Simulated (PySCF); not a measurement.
C2H4BFO2. Atoms are numbered in the order given.

```xyz
10

F     -1.6289     1.1342    -0.7698
B     -0.6272     0.4166    -0.3002
C     -0.5988    -1.0840     0.1864
O      0.6835    -1.1357     0.8010
C      1.4685    -0.1192     0.2679
O      0.6189     0.9222    -0.1782
H     -0.6849    -1.8066    -0.6517
H     -1.3675    -1.3530     0.9269
H      2.1463     0.2621     1.0476
H      2.0645    -0.4669    -0.6011
```
Charge 0, spin multiplicity 1.

Geometry: PBE0-D3(BJ)/def2-SVP. The structure was generated by enumeration, and PubChem lists no compound with its InChIKey, so it may never have been made. Other conformers were not sampled.

The numbers are results of PBE0/pcSseg-1 (PySCF), not measurements.

GIAO shieldings, no solvent; atoms listed in one row are averaged. δ = σ(ref) − σ: ¹⁹F against CFCl3 (σ = 167.2 ppm); ¹¹B against BF3 (σ = 88.8 ppm); ¹³C against TMS (σ = 186.3 ppm); ¹⁷O against H2O (σ = 334.2 ppm); ¹H against TMS (σ = 31.56 ppm), references at their B3LYP-D3(BJ)/def2-TZVP geometries, non-relativistic.

Task: Estimate the chemical shifts. (The exact figures need the calculation; the answer reports its results.)

Result: 
| nucleus | atoms | count | δ (ppm) |
|---|---|---|---|
| ¹⁹F | F1 | 1 | -122.6 |
| ¹¹B | B2 | 1 | 22.5 |
| ¹³C | C5 | 1 | 101.6 |
| ¹³C | C3 | 1 | 55.7 |
| ¹⁷O | O6 | 1 | 195.1 |
| ¹⁷O | O4 | 1 | 51.6 |
| ¹H | H9 | 1 | 5.68 |
| ¹H | H10 | 1 | 5.55 |
| ¹H | H8 | 1 | 3.82 |
| ¹H | H7 | 1 | 3.63 |
